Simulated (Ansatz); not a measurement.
Abridged output of a molecular run in Ansatz:

```
Functional definition: HF
1473 factors; integrals over basis functions are off by at most 1.1e-3 eV
mean field evaluation 1: about -20969.7042 eV, gradient 4.8e1 eV
mean field evaluation 2: about -20969.8577 eV, gradient 4.9e1 eV
mean field evaluation 4: about -20974.5402 eV, gradient 3.3e0 eV
mean field evaluation 8: about -20974.6234 eV, gradient 2.7e-1 eV
mean field -20974.62379058 eV, -770.8032071932 hartree, gradient 3.0e-6 eV, S^2 0.000000; 0 other end points of the search recorded, 0 dependent functions left out
13 core orbitals not correlated: weight in the atoms' cores, before any rotation towards them, 1.000 or more for the frozen orbitals, at most 0.000 for the correlated occupied ones
reference -20974.62379058 eV, -770.8032071932 hartree; 15, 15 occupied and 219, 219 virtual orbitals, 1473 factors
second order -23.87352662 eV of doubles, -0.00000000 eV of singles
cycle   1  -24.21995561 eV  change   -3.5e-1 eV  update   1.1e-1
cycle   2  -24.75005016 eV  change   -5.3e-1 eV  update   3.3e-2
cycle   3  -24.88970333 eV  change   -1.4e-1 eV  update   1.8e-2
cycle   4  -24.87575291 eV  change    1.4e-2 eV  update   4.0e-3
cycle   5  -24.87273855 eV  change    3.0e-3 eV  update   1.7e-3
cycle   6  -24.87361024 eV  change   -8.7e-4 eV  update   5.1e-4
cycle   7  -24.87339769 eV  change    2.1e-4 eV  update   1.7e-4
cycle   8  -24.87329357 eV  change    1.0e-4 eV  update   5.3e-5
cycle   9  -24.87330801 eV  change   -1.4e-5 eV  update   2.0e-5
perturbative correction -0.78058062 eV, -0.0286858087 hartree
Total energy: -21000.27767921 eV, -771.7459702116 hartree
```

Its atoms:

Cartesian coordinates in Å:
```
C -0.0259 -1.5153 -0.5603
Si -0.1181 -0.1991 0.7743
Al 0.1552 2.0523 -0.1153
F 0.3428 2.3181 -1.7299
F 0.1614 3.3841 0.8511
H 0.9403 -1.4884 -1.0679
H -0.1572 -2.5086 -0.1255
H -0.8040 -1.3639 -1.3109
H -1.4307 -0.2584 1.4793
H 0.9362 -0.4207 1.8049
```

(1) Which basis set was used?
A. cc-pV(Q+d)Z
B. cc-pV(D+d)Z
C. def2-TZVPP
D. def2-TZVPPD

(2) Write the keys of the input that set method, charge and spin (a neutral closed shell needs none for the last two).

## Answers

(1) C. It gives 247 functions.

(2) 
```yaml
correlation: {method: ccsd_t}
```
